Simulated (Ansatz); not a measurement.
WO₂FCl, SMILES [O]=[W](=[O])([F])[Cl], multiplicity 1.

The structure is a stationary point at B3LYP-D3(BJ)/def2-SVP. The multiplicity is an assumed one; no other spin state was optimised. The structure was generated by enumeration; whether it is a known compound was not checked. The def2 effective core potentials stand for the cores of W; spin–orbit coupling is left out.

Two levels are set side by side: PBE/def2-SVPD (Ansatz, a first-principles code) and CAM-B3LYP/def2-SVPD (Ansatz). Energy differences of separate SCF runs at the same geometry; the states with an electron removed or added have multiplicity 2 and 2. Differences are taken from unrounded values.

| quantity | CAM-B3LYP | PBE | PBE minus CAM-B3LYP |
|---|---|---|---|
| vertical ionisation energy (eV) | 12.15 | 11.64 | -0.51 |
| vertical electron affinity (eV) | 1.46 | 0.85 | -0.60 |
| vertical singlet–triplet gap (eV) | 4.25 | 4.46 | 0.21 |
